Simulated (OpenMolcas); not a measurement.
# Pd4+: moving or changing the point charges

Pd4+ among 6 point charges of -1.7 e arranged as a trigonal antiprism (D3d), 2.14 Å from the ion, with a polar angle of 48.7° against the regular 54.74°.

```
Program             : OpenMolcas
Method              : SS-CASPT2, IPEA 0.25 Eh, imaginary shift 0.1 Eh (closed shells correlated: 4s 4p)
Basis               : ANO-RCC-VDZP [6s5p3d1f]
Scalar Hamiltonian  : DKH2, point nucleus
Active space        : 6 electrons in 5 orbitals (4d)
State averaging     : 2S+1 = 5 even, 5 roots; 2S+1 = 3 even, 45 roots; 2S+1 = 1 even, 50 roots
Spin-orbit coupling : state interaction with AMFI integrals over the reference wave functions
```

Runs around this geometry, states (labels of D3, the rotations of D3d). Energies in cm-1 above the lowest state or level, χT in cm3 K/mol.

| R (Å) | q (e) | Polar angle / regular | Ground state | First state of that spin | First gap with spin-orbit (degeneracies) | χT at 300 K | First state of another spin |
| --- | --- | --- | --- | --- | --- | --- | --- |
| 2.14 | -1.7 | 0.82 | 5E | 5A1 7640 | 880 (2, 1) | 4.883 | 3E 19840 |
| 2.14 | -0.85 | 0.89 | 5E | 5A1 2350 | 650 (2, 1) | 5.009 | 3E 20500 |
| 1.94 | -1.7 | 0.89 | 5E | 5A1 5700 | 780 (2, 1) | 4.749 | 3E 17660 |
| 2.14 | -1.7 | 0.89 | 5E | 5A1 4480 | 780 (2, 1) | 4.847 | 3E 19480 |
| 2.37 | -1.7 | 0.89 | 5E | 5A1 3460 | 740 (2, 1) | 4.949 | 3E 20440 |

Taking the first state of the same spin as R^-n, n = -ln(3460 / 5700) / ln(2.37 / 1.94) = 2.5 between the shortest and longest distance.

Scaling the charges by -0.85 / -1.7 = 0.50 scales the first state of the same spin by 2350 / 4480 = 0.52; with fixed orbitals a first-order splitting would follow the charge.

Roots that are degenerate in the reference are averaged as groups; the widest CASPT2 spread within a group is 100 cm-1 (the 2-fold group of multiplicity 1 near 62400 cm-1 above the lowest state of its run, R = 2.14, q = -1.7, ratio = 0.89). Shifts and gaps below about the spread of the groups concerned are not significant. An orbital doublet at a regular site is open to a Jahn-Teller distortion, which this geometry leaves out. Point charges give a weaker field than real ligands, and real ions of this kind are as a rule low spin; the high spin found here belongs to the model. Free-ion shares, where given, are those of the reference states; single-state CASPT2 does not remix them. The ground term spreads over less than 5000 cm-1, several times less than with real ligands, so orbital moments are less quenched and χT lies further from the spin-only value than at real sites (holds for R = 2.14, q = -0.85, ratio = 0.89; R = 2.37, q = -1.7, ratio = 0.89). Point charges carry no covalency, so the field is a model and not that of real ligands. No measured value stands beside these numbers.
